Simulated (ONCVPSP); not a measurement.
# What the settings do to the ONCV potential of Cr (Z = 24)

Base potential:

ONCVPSP 4.0.1 input, shortened (lines: element, Z, core and valence counts, functional; n l f; lmax; l rc ep ncon nbas qcut; lloc lpopt rc5 dvloc0; l nproj debl; icmod fcfact rcfact), LDA (Perdew-Wang 92), scalar-relativistic:

```
  Cr 24.00    3    4  -001012      upf
    1    0    2.00
    2    0    2.00
    2    1    6.00
    3    0    2.00
    3    1    6.00
    3    2    5.00
    4    0    1.00
    3
    0    1.40    0.00    4    8    9.00
    1    1.10    0.00    4    9   15.30
    2    1.25    0.00    3    7   12.10
    3    1.15    0.42    4    8    9.20
    4    5    0.85    0.00
    0    2    0.70
    1    1    2.40
    2    2    0.50
    3    3    3.60
    0    0.00    0.00
```

Cutoffs, loose and tight: the cutoffs (Ha) at which the residual kinetic energy of the hardest occupied pseudo-wave falls to 1 and 0.1 mHa per electron. They do not see the model core or the augmentation charge, which bear on the density cutoff. Test errors are all-electron minus pseudo excitation energies from the reference, over the configurations 3s2 3p6 3d5 4s0; 3s2 3p6 3d4 4s0; 3s2 3p6 3d3 4s0; 3s2 3p6 3d4 4s2. A dash means not determined; rows that change the core or the reference have their own tests. The largest error is taken over the tests solved by every variant that gives reliable tests at all: 3s2 3p6 3d4 4s0; 3s2 3p6 3d4 4s2; 3s2 3p6 3d5 4s0.

A true bound ghost makes a file unfit for plane-wave use even where its test errors are small: the radial tests pick states by their node count and pass the ghost by.

| change | outcome | cutoff, loose | cutoff, tight | bound ghosts | GHOST(+) flags above zero | largest test error (meV) |
| --- | --- | --- | --- | --- | --- | --- |
| base | generated | 54 Ha | 69 Ha | none | s, f | +6.5 |
| local potential polynomial inside 1.00 bohr (lpopt 5, dvloc0 4 Ha) | generated | 54 Ha | 69 Ha | none | f | +6.5 |
| reference 3s2 3p6 3d4; waves 3s: rc 1.40 bohr, ncon 4, nbas 8, qcut 9 1/bohr, 2 projectors, debl 0.7 Ha; f scattering state at 0.42 Ha: rc 1.10 bohr, ncon 4, nbas 8, qcut 9.6 1/bohr, 3 projectors, debl 3.6 Ha | generated, projector energies reset by the program | 55 Ha | 70 Ha | f | s | +21 |
| s: qcut 10.5; p: qcut 17.8; d: qcut 14.1; f: qcut 10.7 | generated | 69 Ha | 89 Ha | f | f | +5.6 |
| f: debl 0.45 | generated | 54 Ha | 69 Ha | f | s | +6.5 |
| all radii scaled by about 1.09 (s 1.54, p 1.20, d 1.36, f 1.26 bohr); local potential polynomial inside 0.92 bohr (lpopt 5, dvloc0 0 Ha) | generated | 51 Ha | 62 Ha | f | f | +8.0 |
